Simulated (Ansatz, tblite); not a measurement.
Cost and result up the ladder for the cluster KPt₃ (4 atoms). The state is a doublet with charge 0. Geometry: r2SCAN-D4/def2-SVP.

```xyz
4

K     2.011    0.010    0.638
Pt   -1.048   -0.746    0.989
Pt   -0.282   -0.723   -1.425
Pt   -0.681    1.459   -0.202
```

Ansatz on 4 threads of Arm Neoverse V2 on a shared host; xTB runs through tblite on one thread. Times are rough, summed over both states, and most runs start from the orbitals of an earlier one. No level here is sound enough to serve as a yardstick. The other state is a singlet.

In the def2 sets Pt takes a core potential; there is no spin–orbit coupling. The xTB rows come from tblite. The structure comes from a short search, and lower isomers may exist.

Raw xTB energies of ions are shifted by several eV, and xTB has no spin-polarisation term.

```csv
level,functions,wall time,vertical IE (eV),remarks
GFN1-xTB,31,0.006 s,11.84,–
GFN2-xTB,31,0.011 s,9.65,–
PBE-D4/def2-TZVP,153,8.5 s,6.34,"restricted singlet, untested (+1 singlet)"
PBE0-D4/def2-TZVP,153,15 s,6.24,"restricted singlet, untested (+1 singlet)"
r2SCAN-D4/def2-TZVP,153,41 s,6.32,"restricted singlet, untested (+1 singlet), spin-contaminated (⟨S²⟩ 0.89) (doublet)"
```
